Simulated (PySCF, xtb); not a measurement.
3,3-difluoro-2-methylprop-1-ene (C₄H₆F₂), SMILES C=C(C)C(F)F. One conformer was computed; it need not be the lowest.

Harmonic wavenumbers (cm⁻¹) from GFN2-xTB (xtb) at its own minimum, in rising order: 42, 142, 219, 288, 359, 462, 498, 590, 713, 873, 918, 961, 1009, 1025, 1048, 1081, 1225, 1259, 1302, 1395, 1413, 1469, 1475, 1732, 2855, 3005, 3022, 3064, 3116, 3146.

Question: What does PBE-D3(BJ)/def2-SVP run with PySCF give at its own minimum? (Estimate from the structure and the level; the computed values follow.)

Answer: 71, 180, 240, 305, 371, 483, 503, 608, 707, 880, 905, 939, 968, 1020, 1070, 1115, 1237, 1323, 1333, 1364, 1369, 1397, 1413, 1692, 2936, 2964, 3038, 3086, 3087, 3191. Paired by order, the mean absolute difference is 30 cm⁻¹ and the zero-point energies are 56.8 and 56.9 kcal/mol.
